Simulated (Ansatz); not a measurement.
Redistribution: GeH3Br + Ge(CH3)4 → GeH3(CH3) + Ge(CH3)3Br

Species: GeH3Br `[GeH3][Br]`, singlet; Ge(CH3)4, singlet; GeH3(CH3) (methyl germane), singlet; Ge(CH3)3Br (bromotrimethylgermane), singlet. The partners trade Br for CH3; both sit on Ge, so the bond types are kept.

Shapes, held fixed at every level: PBE0-D4/def2-TZVP. Programs: Ansatz 0.2.0. Electronic energies: no zero-point or thermal term.

Task: Estimate ΔE of this reaction.

Result: The highest level, CCSD(T)/def2-TZVPP, gives ΔE = -24.3 kJ/mol; the levels span -26.0 to -23.6. The column of differences is taken from that level and isn't an error. No measured value is set beside it here. Relativity is left out for Br, Ge. Outer-core shells of Br, Ge are correlated, in sets that cover them unevenly.

```json
{"level": "HF/def2-SVP", "kind": "Hartree–Fock", "ΔE (kJ/mol)": "-24.0", "less CCSD(T)/def2-TZVPP": "+0.3"}
{"level": "B3LYP-D4/def2-TZVPP", "kind": "global hybrid", "ΔE (kJ/mol)": "-25.4", "less CCSD(T)/def2-TZVPP": "-1.1"}
{"level": "BHLYP-D4/def2-TZVPP", "kind": "global hybrid", "ΔE (kJ/mol)": "-25.9", "less CCSD(T)/def2-TZVPP": "-1.6"}
{"level": "PBE0-D4/def2-TZVPP", "kind": "global hybrid", "ΔE (kJ/mol)": "-25.2", "less CCSD(T)/def2-TZVPP": "-0.9"}
{"level": "MP2/def2-SVP", "kind": "perturbation theory", "ΔE (kJ/mol)": "-26.0", "less CCSD(T)/def2-TZVPP": "-1.7"}
{"level": "CCSD(T)/def2-SVP", "kind": "coupled cluster or CI", "ΔE (kJ/mol)": "-23.9", "less CCSD(T)/def2-TZVPP": "+0.4"}
{"level": "CCSD/def2-SVP", "kind": "coupled cluster or CI", "ΔE (kJ/mol)": "-23.6", "less CCSD(T)/def2-TZVPP": "+0.7"}
{"level": "CCSD(T)/def2-TZVPP", "kind": "coupled cluster or CI", "ΔE (kJ/mol)": "-24.3", "less CCSD(T)/def2-TZVPP": "0.0"}
```
